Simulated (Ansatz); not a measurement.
`[OH][Mo]([F])([F])(=[S])[Cl]` + H₂O → `[OH][Mo]([OH])([F])([F])=[S]` + HCl  (formal hydrolysis of a Mo–Cl bond)

Computed with Ansatz on PBE0-D4/def2-TZVP structures; ΔE is electronic, products minus reactants. CCSD(T)/CBS adds triple-zeta CCSD(T) − MP2 to the extrapolated MP2 energy (def2 sets, frozen cores). This one scheme is used for every species. DFT in def2-TZVPP. def2 core potentials past Kr. For Mo outer-core shells are correlated without core-valence functions, which leaves a few kJ/mol of doubt a bond. One conformer a species, not always the lowest.

`[OH][Mo]([F])([F])(=[S])[Cl]`:

```xyz
7

O    -1.295   -0.077    0.801
Mo    0.188    0.011   -0.298
F     1.979   -0.249   -0.654
F     0.155   -1.844   -0.346
S    -0.594    0.730   -2.070
Cl    0.900    1.843    0.864
H    -1.333   -0.413    1.703
```

H₂O:

Cartesian coordinates in Å:
```
O -0.279 0.271 0.000
H -0.269 -0.556 0.486
H 0.548 0.284 -0.486
```

`[OH][Mo]([OH])([F])([F])=[S]`:

```xyz
8

O    -0.736    1.638    0.143
Mo    0.315    0.134   -0.143
O     0.770   -1.563    0.459
F     1.683    0.875    0.837
F    -1.404   -0.681   -0.211
S     0.954    0.240   -2.119
H    -1.677    1.563    0.331
H     0.096   -2.205    0.704
```

HCl:

```xyz
2

Cl   -0.497   -0.395   -0.076
H     0.497    0.395    0.076
```

(1) Is it downhill or uphill in electronic energy at CCSD(T)/CBS, and by how much? (Best estimate.)

(2) What do these levels give: r2SCAN-D4, ωB97M-V, r2SCAN, PBE0, SCS-MP2/def2-TZVPP, MP2/def2-QZVPP? (An estimate is asked.)

Largest T1 diagnostic among the species: 0.025, so the coupled-cluster value is less sure than usual.

Answers

(1) The calculation gave: Uphill: ΔE = +22.9 kJ/mol.

(2) Ansatz gave: r2SCAN-D4 15.4, ωB97M-V 15.0, r2SCAN 15.0, PBE0 18.6, SCS-MP2/def2-TZVPP 27.1, MP2/def2-QZVPP 39.1 kJ/mol.

The D4 term adds +3.7 kJ/mol with B3LYP and +1.9 kJ/mol with PBE0; it sums over pairs of atoms, weighted by their polarisabilities, and B3LYP, whose exchange is more repulsive, gets the larger term. In def2-TZVPP, CCSD(T) changes the Hartree–Fock value by +5.3 kJ/mol (the triples alone add +2.9 kJ/mol) and MP2 by +23.6 kJ/mol.

B3LYP here is the variant with VWN-RPA as its local correlation; programs differ in this.
